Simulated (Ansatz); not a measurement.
CH5GaS, SMILES `[CH3][GaH][SH]`, relaxed with RKS PBE0-D4/def2-TZVP in Ansatz 0.2.0 from a PBE-D4/def2-SVP geometry. The force threshold is 0.005 eV/Å; the program also tests the step.

Total charge 0; spin multiplicity 1.

Start:

```xyz
8

C     0.005   -0.600    1.008
Ga    0.072   -0.253   -0.934
S    -0.091    1.833   -1.696
H    -0.805   -1.323    1.235
H    -0.165    0.325    1.592
H     0.960   -1.059    1.336
H     0.238   -1.322   -2.080
H    -0.215    2.398   -0.462
```

Task: How much energy does the relaxation release, and in how many steps? (An estimate is asked.)

Result: Ansatz gave: 0.56 kcal/mol, in 4 steps.

Task: Which bonds change most? (Estimate.)

Result: Ansatz gave: S3–H8 from 1.364 to 1.343 Å; Ga2–S3 from 2.227 to 2.208 Å; C1–H5 from 1.107 to 1.090 Å; C1–H6 from 1.110 to 1.093 Å.

Task: Give the relaxed structure. (Best estimate.)

Result: Ansatz gave: 
```xyz
8

C     0.006   -0.597    1.000
Ga    0.071   -0.248   -0.928
S    -0.093    1.822   -1.677
H    -0.794   -1.306    1.225
H    -0.161    0.315    1.574
H     0.945   -1.050    1.327
H     0.238   -1.316   -2.059
H    -0.213    2.380   -0.461
```
